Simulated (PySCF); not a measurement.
Dipole moment and polarisability of `COC(=O)[C@H](C)CCl`

C5H9ClO2.
Cartesian coordinates in Å at the GFN2-xTB level; atoms count from 1:
```xyz
17
C5H9ClO2 angstrom
C      2.6107    0.0659    1.1061
O      1.2435   -0.3123    1.0018
C      0.5505    0.2469    0.0103
O      1.0112    1.0219   -0.7834
C     -0.8883   -0.2536   -0.0029
C     -1.0575   -1.2051   -1.1899
C     -1.8293    0.9364   -0.1386
Cl    -1.7068    1.9841    1.2978
H      3.1394   -0.1693    0.1803
H      3.0210   -0.5016    1.9371
H      2.6909    1.1380    1.2946
H     -1.0781   -0.7821    0.9346
H     -2.0819   -1.5651   -1.2414
H     -0.3939   -2.0594   -1.0836
H     -0.8163   -0.6899   -2.1166
H     -1.5541    1.5425   -1.0022
H     -2.8677    0.6149   -0.2138
```

Level: PBE0/def2-SVPD (PySCF), static field, nuclei fixed, core orbitals frozen in the response. The polarisability tensor in these axes (au):

```
x   86.62 -2.13  4.78
y   -2.13 78.51  5.90
z    4.78  5.90 78.93
```

**Question.** Diagonalise the tensor; give its mean and Δα, where Δα² is half the sum of the squared differences of the eigenvalues.

**Answer.** Principal values 71.26, 83.84 and 88.96 au; mean 81.36 au = 12.06 Å³ = 13.41 × 10⁻⁴⁰ C²·m²/J; Δα = 15.77 au (19 % of the mean).

**Question.** What is the dipole moment, and where does it point?

**Answer.** (0.09, -2.53, -0.18) D, 2.54 D in size, pointing from the negative to the positive side. Measured along this direction, the outermost atoms are Cl8 at the negative end and H14 at the positive end.

**Question.** Give the principal axes and the span of the nuclei along them.

**Answer.** Largest value along (0.88, 0.09, 0.47), where the nuclei span 6.09 Å; middle along (-0.37, 0.75, 0.55), 4.83 Å; least along (-0.31, -0.65, 0.69), 3.01 Å. The response follows the extents in order.

**Question.** In TDDFT the mean static polarisability is Σ f/ω² over all singlet excitations (ω in hartree). How much of it do the 6 lowest give? Their energies (eV) and oscillator strengths: 5.97, 0.0019; 7.34, 0.0010; 7.42, 0.0018; 7.48, 0.0017; 7.50, 0.0032; 7.56, 0.0113.

**Answer.** They add up to 0.29 au, 0.4 % of the 81.36 au; the largest single term is 0.15 au, from the state at 7.56 eV. Terms in order: 0.04, 0.01, 0.02, 0.02, 0.04, 0.15 au. Higher excitations give the rest. The strengths listed sum to 0.021.

**Question.** Refractivity n − 1 of an ideal gas of it at 500 K and 1 atm, from the electronic α?

**Answer.** N = p/kT = 1.4678 × 10¹⁹ cm⁻³, so n − 1 = 2π × N × 12.06 × 10⁻²⁴ cm³ = 1112 × 10⁻⁶ at long wavelengths.

Geometry: GFN2-xTB, one conformer, isolated molecule.

These values come from a run that also computed excited states. Time: 68 s of wall time; peak memory 0.98 GiB. Hardware: an Arm Neoverse V1 with one thread, shared host with 32 logical CPUs at a one-minute load of 50.
